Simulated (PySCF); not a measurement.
AlClH2O, SMILES [OH][AlH][Cl]. Atoms are numbered in the order given.

```xyz
5

Al    -0.5432     0.5378     0.0000
H     -2.0755     0.8150     0.0000
Cl     0.2019    -1.4300     0.0000
O      0.5277     1.8421     0.0000
H      1.4832     1.7675     0.0000
```
Charge 0, spin multiplicity 1.

Geometry optimised at B3LYP-D3(BJ)/def2-TZVP. The values are those of a single conformer.

Level of theory: PySCF with B3LYP/pcJ-1.

Isotropic couplings with Fermi-contact, spin-dipole and both spin-orbit terms, one fixed conformer, no vibrational averaging. Isotopes: 1H.

Computed spin–spin coupling constants:
```json
[
 {"pair": "H2–H5", "bonds apart": "3", "J (Hz)": "7.4"}
]
```
